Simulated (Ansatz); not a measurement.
Consider the hydrogenolysis of a Ge–O bond: `[OH][GeH2][O][SiH](O)O` + H₂ → `O[SiH](O)[O][GeH3]` + H₂O.

Computed with Ansatz on PBE0-D4/def2-TZVP structures; ΔE is electronic, products minus reactants. CCSD(T)/CBS is the MP2 limit (def2-TZVPP, def2-QZVPP) plus CCSD(T) − MP2 in def2-TZVPP, frozen cores. This one scheme is used for every species. Functionals use def2-TZVPP. For Ge outer-core shells are correlated without core-valence functions, which leaves a few kJ/mol of doubt a bond. Scalar relativity is left out up to krypton. One conformer a species, not always the lowest.

```
                 species  B2PLYP energy (Eh)
`[OH][GeH2][O][SiH](O)O`         -2670.69058
                      H₂            -1.16991
    `O[SiH](O)[O][GeH3]`         -2595.43573
                     H₂O           -76.41329
```

**Question.** Work out ΔE.

**Answer.** ΔE = (-2595.43573) + (-76.41329) − (-2670.69058) − (-1.16991) = 0.01147 Eh = +30.1 kJ/mol. CCSD(T)/CBS gives +29.0 kJ/mol.

Largest T1 diagnostic among the species: 0.012.

The D4 term adds +7.6 kJ/mol with B3LYP and +4.1 kJ/mol with PBE0; it sums over pairs of atoms, weighted by their polarisabilities, and B3LYP, whose exchange is more repulsive, gets the larger term. From PBE to PBE0 (25 % exact exchange), in def2-TZVPP and without D4, ΔE moves by −3.1 kJ/mol. In def2-TZVPP, CCSD(T) changes the Hartree–Fock value by +13.2 kJ/mol (the triples alone add +4.3 kJ/mol) and MP2 by +18.6 kJ/mol.

B3LYP here is the variant with VWN-RPA as its local correlation; programs differ in this.
